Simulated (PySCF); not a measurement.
Structure with atom numbers: `[CH2:1]=[C:2]([CH3:3])[SiH2:4]/[C:5]([F:6])=[CH:7]/[SiH2:8][C:9]#[N:10]` (H(Xn): hydrogen on atom n). Ha(C1) is cis to C3; Hb(C1) is trans to C3.

Relativity neglected, a single conformation, one averaged value for each set of equivalent atoms, no solvent model. σ from GIAO-PBE0/pcSseg-1; GFN2-xTB geometry; PySCF 2.14.0 with density-fitted response routines.

δ = σ(ref) − σ, references computed at the same level: ¹³C (186.93 ppm) vs TMS.

**Question.** Do the ¹³C shifts follow the atomic charges (in e)? Tabulate both.

**Answer.** 
```csv
atoms,hybridisation,δ (ppm),σ para (ppm),Hirshfeld,IAO,Mulliken,ESP-fitted
C5,sp2,192.7,-264,+0.01,+0.05,+0.03,+0.14
C2,sp2,147.6,-226,-0.08,-0.25,-0.64,+0.20
C1,sp2,140.6,-206,-0.09,-0.29,-0.07,-0.53
C9,sp,123.1,-198,-0.03,-0.16,-0.19,+0.15
C7,sp2,115.6,-194,-0.17,-0.49,-0.49,-0.40
C3,sp3,27.3,-89,-0.12,-0.42,-0.18,-0.45
```

Correlation coefficients of δ with charge over these carbons: Hirshfeld +0.61, IAO +0.73, Mulliken +0.11, ESP-fitted +0.55; with the paramagnetic shielding -1.00. Among the 4 sp2 carbons alone: Hirshfeld +0.99, IAO +1.00, Mulliken +0.62, ESP-fitted +0.66. With so few points, grouped by hybridisation, these coefficients are fragile. Charge is one influence among several: hybridisation and low-lying excitations act through the paramagnetic term.

Shifts are as computed. Against solution values, carbons near 30 ppm lie about +3 ppm off and those near 130 ppm about +5 ppm. Of 1309 compounds with measured shifts, 239 miss one by over three times the rms of a fit or turn the order of signals round; such compounds aren't used in these exercises.
